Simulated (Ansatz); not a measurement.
The input (input.yaml):

```yaml
crystal:
  periodic: [false, false, false]
  atoms:
    - { symbol: "N", position_ang: [-1.330491, -1.303034, -0.309416] }
    - { symbol: C, position_ang: [-0.738451, -0.237692, -0.602214] }
    - { symbol: Sb, position_ang: [0.908419, 0.729497, 0.353648] }
    - { symbol: H, position_ang: [-0.995607, -1.806831, 0.507731] }
    - { symbol: H, position_ang: [-1.045257, 0.3524, -1.463623] }
    - { symbol: H, position_ang: [1.649749, 0.100786, 1.707567] }
    - { symbol: H, position_ang: [1.551648, 2.164884, -0.193693] }
basis:
  gaussian: { orbitals: def2-TZVP }
hamiltonian:
  xc: b3lyp
phonons: {}
```

Command:

```bash
$ ansatz run input.yaml --threads 2 --pin off --max-ram 3072MiB --backend cpu --events-out ev --progress --plain --runs-dir out
```

Hardware: 2 threads of Intel(R) Xeon(R) Platinum 8488C (Sapphire Rapids), on a shared host.

**Question.** Roughly how long does this run take, and how much memory?

**Answer.** 56 s, with a peak of 0.28 GiB, for 0 ionic steps.
